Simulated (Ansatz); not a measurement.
PBE exchange is replaced step by step with exact exchange (0 % is PBE, 25 % PBE0; no dispersion term), basis def2-TZVP, Ansatz. System: the cluster BeF2⁺ (the lowest doublet isomer of a short search). The state is a doublet with charge 1. Geometry: r2SCAN-D4/def2-TZVP, each spin state at its own.

The relaxed quartet has other bonds than the doublet, so its gap is one between isomers.

Geometry of the doublet:

```xyz
3

Be    0.002   -0.002    0.001
F     0.158    0.779    1.206
F    -0.159   -0.777   -1.207
```

In the quartet geometry the species has come apart into loosely held pieces. In the quartet, F2 and F3 lie 1.88 Å apart (atoms count from 1), so these atoms are partly bonded to each other. The structure comes from a short search, and lower isomers may exist.

HOMO and LUMO are taken over both spins.

```csv
exact exchange (%),HOMO (eV),LUMO (eV),gap (eV),⟨S²⟩,quartet − doublet (kJ/mol)
0,-18.79,-18.53,0.26,0.754,610.0
5,-19.06,-18.33,0.73,0.755,608.7
10,-19.14,-18.13,1.01,0.757,604.6
15,-19.22,-17.93,1.29,0.759,598.0
25,-19.37,-17.53,1.84,0.764,581.2
35,-19.52,-17.11,2.41,0.770,562.2
```

**Question.** Fit a straight line to the column «quartet − doublet (kJ/mol)» against the share of exact exchange and predict its value at 50 %.

**Answer.** With x = exact exchange (%) and y = quartet − doublet (kJ/mol): mean x = 15, mean y = 594.1; Σ(x − x̄)(y − ȳ) = -1204, Σ(x − x̄)² = 850; slope b = -1.416, intercept a = ȳ − b·x̄ = 615.3. The residuals of the fitted rows reach 5.3. At x = 50 the line gives 615.3 + (-1.416 × 50) = 544.5; the run gave 531.5, 13.0 less than the line.
